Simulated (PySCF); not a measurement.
## As⁺: interval between two levels

As⁺ [Ar] 3d10 4s2 4p2 [3P2, M_J = 2] → As⁺ [Ar] 3d10 4s1 4p2 4d1 [5F5, M_J = 5], as a difference of total energies. Calculation: PySCF 2.14, in x2c-TZVPall-2c with one added diffuse shell each of s, p, d type (7s8p5d1f, 63 functions); the two-component X2C-1e Hamiltonian. Correlated levels: [Ne] frozen. "Screened" scales the spin-orbit matrix elements by Boettger's factors to mimic the two-electron term; Breit and QED terms are absent.

```csv
method,interval between two levels (cm⁻¹)
GHF (spin-free),132920
GMP2 (spin-free),145170
GHF (screened spin-orbit),133220
GMP2 (screened spin-orbit),145460
```

The labels give the starting determinants; with spin-orbit coupling the two ends relaxed to ⟨J²⟩ = 6.01, ⟨L²⟩ = 2.10, ⟨S²⟩ = 1.96 and ⟨J²⟩ = 30.01, ⟨L²⟩ = 12.02, ⟨S²⟩ = 6.00.

The promoted electron is Rydberg-like, and one or two diffuse shells describe it only roughly, which tends to raise the upper state.
